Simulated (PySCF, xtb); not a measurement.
arsine (AsH3), SMILES [AsH3].

Harmonic wavenumbers (cm⁻¹) from GFN2-xTB in xtb 6.7.1 at its own minimum, in rising order: 1002, 1031, 1031, 1966, 1966, 1977.

Task: What does PBE-D3(BJ)/def2-TZVPD (PySCF 2.14.0) give at its own minimum? (Estimate from the structure and the level; the computed values follow.)

Result: 893, 978, 978, 2125, 2142, 2142. Paired by order, the mean absolute difference is 119 cm⁻¹ and the zero-point energies are 12.8 and 13.2 kcal/mol.
